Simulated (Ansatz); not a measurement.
Nb, sextet (core potentials on Nb); PBE0/def2-SVP (Ansatz, an electronic-structure program).

Input for Ansatz:
Ansatz 0.2 input:
```yaml
crystal:
  periodic: [false, false, false]
  atoms:
    - {symbol: Nb, position_ang: [0.00000000, 0.00000000, 0.00000000]}
basis:
  gaussian:
    orbitals: def2-SVP
hamiltonian:
  xc: pbe0
magnetization: {spin_polarized: true, initial_magnetization: 5}
```

The log (banner, timings and long lists left out):

```
Functional definition: PBE0
211 factors; integrals over basis functions are off by at most 2.4e-4 eV
mean field evaluation 1: about -1544.6932 eV, gradient 1.2e1 eV
mean field evaluation 2: about -1545.0189 eV, gradient 1.0e1 eV
mean field evaluation 4: about -1545.6988 eV, gradient 1.5e-1 eV
mean field evaluation 8: about -1545.6992 eV, gradient 3.6e-3 eV
mean field evaluation 16: about -1545.7071 eV, gradient 4.8e-1 eV
mean field evaluation 32: about -1545.6975 eV, gradient 3.4e-1 eV
mean field evaluation 64: about -1545.6102 eV, gradient 1.2e0 eV
mean field -1545.71361607 eV, -56.8039276682 hartree, gradient 1.3e-6 eV, S^2 8.750968; 10 other end points of the search recorded, 0 dependent functions left out
reference -1545.71364156 eV, -56.8039286051 hartree; 9, 4 occupied and 22, 27 virtual orbitals, 211 factors
Total energy: -1545.71364156 eV, -56.8039286051 hartree
```
